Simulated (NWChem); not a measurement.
System: CH6OSi2; SMILES C1[SiH2]O[SiH2]1

Here is an NWChem input.

```
start job
memory heap 200 mb stack 900 mb global 1100 mb
geometry units angstroms noautoz
  C      0.000000     0.000000     1.328039
  Si     1.260064     0.000000    -0.092421
  O      0.000000     0.000000    -1.233258
  Si    -1.260064     0.000000    -0.092421
  H      0.000000    -0.896164     1.966588
  H      0.000000     0.896164     1.966588
  H      2.114800     1.217667    -0.201890
  H      2.114800    -1.217667    -0.201890
  H     -2.114800    -1.217667    -0.201890
  H     -2.114800     1.217667    -0.201890
end
basis spherical
  * library cc-pvdz
end
dft
  xc xtpss03 ctpss03
  iterations 150
  mulliken
end
task dft energy
```

Parts of the log:

```
             Northwest Computational Chemistry Package (NWChem) 7.3.0
             --------------------------------------------------------

 C2V symmetry detected

                             Geometry "geometry" -> ""
                             -------------------------

 Output coordinates in angstroms (scale by  1.889725989 to convert to a.u.)

  No.       Tag          Charge          X              Y              Z
 ---- ---------------- ---------- -------------- -------------- --------------
    1 C                    6.0000     0.00000000     0.00000000     1.35637238
    2 Si                  14.0000     1.26006400     0.00000000    -0.06408763
    3 O                    8.0000     0.00000000     0.00000000    -1.20492463
    4 Si                  14.0000    -1.26006400     0.00000000    -0.06408763
    5 H                    1.0000     0.00000000    -0.89616400     1.99492138
    6 H                    1.0000     0.00000000     0.89616400     1.99492138
    7 H                    1.0000     2.11480000     1.21766700    -0.17355663
    8 H                    1.0000     2.11480000    -1.21766700    -0.17355663
    9 H                    1.0000    -2.11480000    -1.21766700    -0.17355663
   10 H                    1.0000    -2.11480000     1.21766700    -0.17355663

 Effective nuclear repulsion energy (a.u.)     228.8432498348

      Symmetry information
      --------------------

 Group name             C2v
 Group number             16
 Group order               4
 No. of unique centers     5

                                 NWChem DFT Module
                                 -----------------

 Summary of "ao basis" -> "ao basis" (spherical)
 ------------------------------------------------------------------------------
       Tag                 Description            Shells   Functions and Types
 ---------------- ------------------------------  ------  ---------------------
 C                          cc-pvdz                  6       14   3s2p1d
 Si                         cc-pvdz                  8       18   4s3p1d
 O                          cc-pvdz                  6       14   3s2p1d
 H                          cc-pvdz                  3        5   2s1p

      Symmetry analysis of basis
      --------------------------

        a1         36
        a2         13
        b1         25
        b2         20

            General Information
            -------------------
          SCF calculation type: DFT
          Wavefunction type:  closed shell.
          No. of atoms     :    10
          No. of electrons :    48
           Alpha electrons :    24
            Beta electrons :    24
          Charge           :     0
          Spin multiplicity:     1
          Use of symmetry is: on ; symmetry adaption is: on
          Maximum number of iterations: 150
          AO basis - number of functions:    94
                     number of shells:    46
          Convergence on energy requested:  1.00D-06
          Convergence on density requested:  1.00D-05
          Convergence on gradient requested:  5.00D-04

              XC Information
              --------------
                  TPSS metaGGA Exchange Functional  1.000
             TPSS03 metaGGA Correlation Functional  1.000

             Grid Information
             ----------------
          Grid used for XC integration:  medium
          Radial quadrature: Mura-Knowles
          Angular quadrature: Lebedev.
          Tag              B.-S. Rad. Rad. Pts. Rad. Cut. Ang. Pts.
          ---              ---------- --------- --------- ---------
          C                   0.70       49           9.0       434
          Si                  1.10       88          10.0       590
          O                   0.60       49          10.0       434
          H                   0.35       45          12.0       434
          Grid pruning is: on
          Number of quadrature shells:   276
          Spatial weights used:  Erf1

      Superposition of Atomic Density Guess
      -------------------------------------

 Sum of atomic energies:        -693.09602708

      Non-variational initial energy
      ------------------------------

 Total energy =    -694.911441
 1-e energy   =   -1412.977806
 2-e energy   =     489.223115
 HOMO         =      -0.335312
 LUMO         =       0.013065

      Symmetry analysis of molecular orbitals - initial
      -------------------------------------------------

  Numbering of irreducible representations:

     1 a1          2 a2          3 b1          4 b2

  Orbital symmetries:

     1 a1          2 b1          3 a1          4 a1          5 a1
     6 b1          7 a1          8 b1          9 b2         10 a2
    11 a1         12 b1         13 a1         14 a1         15 b1
    16 a1         17 b2         18 a1         19 b1         20 b2
    21 a1         22 a2         23 b2         24 b1         25 a1
    26 a1         27 b2         28 b1         29 a1         30 b1
    31 b1         32 a1         33 b2         34 a2

     ---------------------------------------------
      Total Density - Mulliken Population Analysis
     ---------------------------------------------

    Atom       Charge   Shell Charges
 -----------   ------   -------------------------------------------------------
    1 C    6     6.63   2.00  0.73  0.54  2.11  1.23  0.01
    2 Si  14    13.20   2.00  2.01  0.74  0.41  6.00  1.14  0.62  0.27
    3 O    8     8.95   2.00  0.87  0.95  3.11  2.01  0.01
    4 Si  14    13.20   2.00  2.01  0.74  0.41  6.00  1.14  0.62  0.27
    5 H    1     0.87   0.65  0.18  0.04
    6 H    1     0.87   0.65  0.18  0.04
    7 H    1     1.07   0.69  0.37  0.01
    8 H    1     1.07   0.69  0.37  0.01
    9 H    1     1.07   0.69  0.37  0.01
   10 H    1     1.07   0.69  0.37  0.01

[...]
```

Level: TPSS/cc-pVDZ. All runs use the structure optimised with PBE0/def2-SVP.
